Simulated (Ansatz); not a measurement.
Job for Ansatz (an electronic-structure program): U-PBE/def2-TZVPP on AlN+, 2S+1 = 4, a spin state set in the input, which need not be the lowest, a point of a bond scan (R = 2.052 Å). Charge +1.

Ansatz 0.2 input:
```yaml
crystal:
  periodic: [false, false, false]
  atoms:
    - {symbol: N, position_ang: [0.00000000, 0.00000000, 0.00000000]}
    - {symbol: Al, position_ang: [0.00000000, 0.00000000, 2.05235200]}
basis:
  gaussian:
    orbitals: def2-TZVPP
    pivot_positions_ang: [[0.00000000, 0.00000000, 0.00000000], [0.00000000, 0.00000000, 2.05235200]]
hamiltonian:
  xc: {name: PBE}
total_charge: 1
magnetization: {spin_polarized: true, initial_magnetization: 3}
output: {forces: true, orbitals: {seedname: ./end}}
```

The head of its log:

```
WARN ansatz: RAYON_NUM_THREADS=1 ignored (pool sized by the plan → 1); use --threads N
Functional definition: PBE
integrals: 0.01 GiB planned
424 factors; their error is unknown
mean field: 0.15 GiB planned
mean field evaluation 1: about -8055.0283 eV, gradient 5.1e1 eV
mean field evaluation 2: about -7950.9591 eV, gradient 9.6e1 eV
```

What total energy does the run end on?

-296.5603 hartree.
